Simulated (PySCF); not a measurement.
**Correlation energy of Tl (thallium, neutral)**

[Xe] 4f14 5d10 6s1 6p1 6d1, one real determinant (an excited configuration). Calculation: PySCF 2.14, in aug-cc-pVTZ-PP with one added diffuse shell each of d, f type with ECP60MDF (6s5p5d3f, 67 functions); a scalar-relativistic core potential. Frozen: 5s2 5p6 5d10; 3 electrons correlated.

MP2 pair energies summed by pair of shells (mhartree):

```csv
pair,energy,share (%)
6s-6p,-1.99,49.1
6p-6d,-1.08,26.6
6s-6d,-0.98,24.3
```

Total MP2 correlation energy: -4.05 mhartree.

Same-spin part -4.05 and opposite-spin part 0.00 mhartree; SCS-MP2 scales them by 1/3 and 6/5 to -1.35 mhartree.

The reference is one real determinant that mixes LS terms of this configuration.
